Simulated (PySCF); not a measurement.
oxetan-3-ylmethanol (C4H8O2), SMILES OCC1COC1. Coordinates come from a PBE0-D3(BJ)/def2-SVP optimisation. One conformer was computed; it need not be the lowest.

Computed equilibrium geometry at PBE0-D3(BJ)/def2-SVP (PySCF confirms it by a frequency run) as a Z-matrix (one conformer of several):
```
C
H 1 1.1027
C 1 1.5150 2 110.35
O 3 1.4012 1 112.69 2 64.67
H 4 0.9629 3 108.16 1 -64.32
H 3 1.1027 4 106.40 5 176.40
H 3 1.1095 6 106.64 4 119.95
C 1 1.5334 2 115.18 3 131.91
H 8 1.1038 1 115.32 2 -122.10
H 8 1.1052 9 108.66 1 -130.98
O 8 1.4268 9 113.02 10 -125.21
C 11 1.4230 8 91.82 9 -125.52
H 12 1.1054 11 112.44 8 -111.12
H 12 1.1058 13 108.37 11 125.17
```
Charge 0, spin multiplicity 1.
